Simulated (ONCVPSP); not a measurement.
**Potentials for boron compared**

Generated with ld1.x 7.5 (TM, RRKJ, ultrasoft, PAW), atompaw 4.2 or ONCVPSP 4.0.1. The cutoff is in Ry: for ld1.x and atompaw files where the sum of valence levels is converged to 10 mRy in a Bessel basis, for ONCV files where the hardest occupied wave has 1 mHa per electron of residual kinetic energy. The error is the largest all-electron minus pseudo excitation energy over each file’s own four to seven test configurations (ionisations up to +4, promotions, holes and added fractions of an electron), all of which were solved. The labels leave out finer settings (local radius, basis sizes, second energies), which also bear on the numbers. Spin-polarised tests are not counted. The rows are a selection from randomly drawn settings: files with unsolved tests, undetermined cutoffs or missed reference levels are left out.

```tsv
potential	cutoff (Ry)	largest error (meV)	bound ghosts
ONCV, PBEsol, scalar-relativistic, rc 1.50/2.20 (sp), local smoothed, core correction no, reference 2s2 2p1, qcut 3.9/7.8, projectors 2/2	30	+91	none
ONCV, LDA (Perdew-Wang 92), scalar-relativistic, rc 1.10/2.00/2.15 (spd), local s, core correction yes, reference 2s1.75 2p1.25, qcut 7.2/3.7/5.2, projectors 0/1/3	49	+41	none
ONCV, PBE, scalar-relativistic, rc 1.35/2.90 (sp), local s, core correction yes, reference 2s2 2p0.5, qcut 5.7/5.2, projectors 0/2	24	+140	none
ONCV, PBE, scalar-relativistic, rc 1.50/1.40/1.40 (spd), local smoothed, core correction yes, reference 2s1.5, qcut 5.4/5.3/7.5, projectors 3/2/1	23	+193	none
ONCV, PBEsol, scalar-relativistic, rc 1.35/3.25/3.50 (spd), local s, core correction yes, reference 2s1 2p2, qcut 5.4/3.7/3.2, projectors 0/2/3	24	+577	none
```

Task: Fill in the row for B: ONCV, LDA (Perdew-Zunger), scalar-relativistic, rc 1.15/2.35 (sp), local s, core correction yes, reference 2s2 2p1, qcut 5.7/5.2, projectors 0/2.

Result: cutoff 24 Ry, largest error +136 meV, bound ghosts: none.
